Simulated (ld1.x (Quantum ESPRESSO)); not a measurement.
**molybdenum: one change to a TM potential, before and after**

| Quantity | Value |
| --- | --- |
| Element | Mo |
| Generator | ld1.x (Quantum ESPRESSO) 7.5 |
| Type | norm-conserving Troullier–Martins (Kleinman–Bylander form) |
| Functional | PBE |
| Relativity | scalar-relativistic |
| Frozen core | [Ar] 3d10 |
| Valence charge | 14 |
| Reference configuration | 4s2 4p6 4d5 5s1 5p0 |
| Partial waves | 4s (bound): rc 1.10 bohr; 4d (bound): rc 2.10 bohr; 4p (bound): rc 1.25 bohr |
| Local potential | the p channel |
| Core correction | none |

Occupied shells without a wave of their own: 5s. They enter only through the test configuration that unscreens the potential.

All-electron outer shells of the reference configuration (PBE, scalar-relativistic, ld1.x):

```tsv
shell	level (eV)	outermost node (bohr)	outermost maximum (bohr)
3p	-379.25	0.17	0.38
3d	-220.98	–	0.32
4s	-64.35	0.51	0.99
4p	-38.49	0.52	1.08
5s	-4.09	1.34	2.93
4d	-3.75	0.53	1.38
5p	-1.04	1.54	4.11
```

Change: wave 4p (bound): rc 1.25 bohr becomes 4p (bound): rc 0.86 bohr.

Cutoffs: the cutoffs (Ry, on a coarse ladder) from which the occupation-weighted sum of valence levels, in a spherical-Bessel basis at the reference potential, stays within 10 and 1 mRy of its value at 400 Ry; they do not see the model core or the augmentation charge, which bear on the density cutoff. Errors are all-electron minus pseudo energies relative to the spin-unpolarised reference configuration.

Question: Predict the effect on cutoff, ghosts and configuration errors.

Answer: A bound ghost appears in s, which as a rule spoils a file; of the 7 tests that both files solve, the error grows in 7 and shrinks in 0 by more than 15 % and 0.3 meV (median size 15.9 → 50.5 meV); the range in which the s phases agree narrows (upper end at the end of the scan → 0.3); the range in which the d phases agree narrows (upper end at the end of the scan → 3.6). That the errors move this way runs against the usual rule that smaller radii transfer better.

```csv
quantity,base,changed
"cutoff, loose",110 Ry,260 Ry
"cutoff, tight",180 Ry,over 300 Ry
loose cutoff by channel (10 mRy a level),"s 90 Ry, d 30 Ry, p 50 Ry","s 90 Ry, d 30 Ry, p 160 Ry"
bound ghosts,none,s
"largest miss of a reference level, eV",0.01,0.06
"error for 4s2 4p6 4d5 5s0 5p0, meV [ΔE 6.89 eV]",-19,-79
"error for 4s2 4p6 4d4 5s0 5p0, meV [ΔE 22.35 eV]",-28,-118
"error for 4s2 4p6 4d3 5s0 5p0, meV [ΔE 49.10 eV]",-32,-157
"error for 4s2 4p6 4d5 5s0 5p1, meV [ΔE 3.14 eV]",-6.0,-35
"error for 4s2 4p6 4d6 5s0 5p0, meV [ΔE 0.76 eV]",-13,-50
"error for 4s2 4p6 4d4 5s1 5p1, meV [ΔE 3.74 eV]",+16,+47
"error for 4s2 4p6 4d5 5s0.5 5p0, meV [ΔE 2.73 eV]",-8.3,-35
s: phases at 2.30 bohr within 0.05 rad from the reference energy up to (Ry; the scan ends near 5),to the end of the scan,0.3
p: phases at 2.30 bohr within 0.05 rad from the reference energy up to (Ry; the scan ends near 5),1.5,0.9
d: phases at 2.30 bohr within 0.05 rad from the reference energy up to (Ry; the scan ends near 5),to the end of the scan,3.6
```

 A true bound ghost makes a file unfit for plane-wave use even where its test errors are small: the radial tests pick states by their node count and pass the ghost by.
